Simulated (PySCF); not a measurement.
PySCF input for CH10FNSi3, SMILES F[SiH2]C[SiH2]N[SiH3], PBE/pcSseg-1. Geometry optimised at r2SCAN-D4/def2-SVP. The structure was generated by enumeration, and PubChem lists no compound with its InChIKey, so it may never have been made. One conformer was computed; it need not be the lowest.

```python
import numpy as np
from pyscf import gto, scf, dft
from pyscf.prop.nmr import rks as nmr

mol = gto.M(
    atom='''
    F     2.86937516   -0.44368838   -1.24180850
    Si    2.60792383   -0.05287297    0.32387172
    C     0.91271443    0.70820367    0.45190517
    Si   -0.37434774   -0.08082920   -0.68535639
    N    -2.00907039    0.43251116   -0.34872152
    Si   -3.10397522   -0.16295074    0.86760595
    H     2.68650714   -1.31175982    1.11709013
    H     3.69356349    0.88233897    0.73458134
    H     0.96161248    1.79104985    0.23824099
    H     0.56393398    0.60417650    1.49676266
    H    -0.06678695    0.29373712   -2.09545075
    H    -0.30386413   -1.56152248   -0.50286678
    H    -2.32480448    1.24387881   -0.87791241
    H    -2.48672105   -1.39684553    1.43621759
    H    -4.44504215   -0.48784577    0.29093184
    H    -3.32998070    0.81232833    1.98260359
    ''',
    basis='pcSseg-1',
    charge=0,
    spin=0,
    max_memory=1600,
    verbose=3,
)
mf = dft.RKS(mol, xc='pbe').density_fit(auxbasis='def2-universal-jkfit')
mf.grids.level = 3
mf.conv_tol = 1e-10
mf.max_cycle = 100
mf.kernel()
n = nmr.NMR(mf)
n.verbose = 2
n.max_cycle_cphf = 60
sigma = n.kernel()
print('atom   isotropic/ppm   span/ppm')
for i, s in enumerate(sigma):
    w = np.linalg.eigvalsh((s + s.T) / 2)
    print(f'{mol.atom_symbol(i):2s}{i + 1:3d} {w.mean():14.3f} {w[2] - w[0]:11.3f}')
```

It prints:

```
converged SCF energy = -1066.57447421731
atom   isotropic/ppm   span/ppm
F   1        378.944      67.781
Si  2        324.475     143.108
C   3        172.031      44.771
Si  4        362.153     112.887
N   5        251.686      47.056
Si  6        387.831     120.564
H   7         25.808       7.467
H   8         25.677       8.523
H   9         30.289       8.753
H  10         31.237       9.309
H  11         26.115       9.056
H  12         26.142       8.274
H  13         31.602      19.900
H  14         26.436       6.675
H  15         26.262       9.357
H  16         26.268       9.154
```

The run converged.

Cost: around 80 core-seconds (rough).
